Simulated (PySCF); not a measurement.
# Indium: a sound run and one with changed settings

Sound run: In [Kr] 4d10 5s2 5p1, In⁺ [Kr] 4d10 5s2. All numbers are calculated (PySCF 2.14, a scalar-relativistic core potential, in cc-pVTZ-PP with ECP28MDF). The sound run starts from symmetry-adapted Hartree-Fock orbitals and uses a fine grid where one is needed.

Changed run: 14 angular points. This setting is unsound on purpose.

| species | method | sound run (hartree) | changed run (hartree) | converged |
| --- | --- | --- | --- | --- |
| In | UHF | -189.21033 | -189.21033 | yes |
| In | r2SCAN | -190.18173 | -190.18182 | yes |
| In | M06-L | -190.25243 | -190.25294 | yes |
| In⁺ | UHF | -189.01875 | -189.01875 | yes |
| In⁺ | r2SCAN | -189.97207 | -189.97207 | yes |
| In⁺ | M06-L | -190.05728 | -190.05728 | yes |

Ionisation energy of In:

| method | sound run (eV) | changed run (eV) |
| --- | --- | --- |
| UHF | 5.213 | 5.213 |
| r2SCAN | 5.705 | 5.708 |
| M06-L | 5.310 | 5.324 |

A coarse angular grid integrates products of high-l functions wrongly, so density functionals can shift, and the SCF can exploit the error; Hartree-Fock and MP2 need no grid.

For comparison, NIST gives 5.786 eV between the lowest levels.
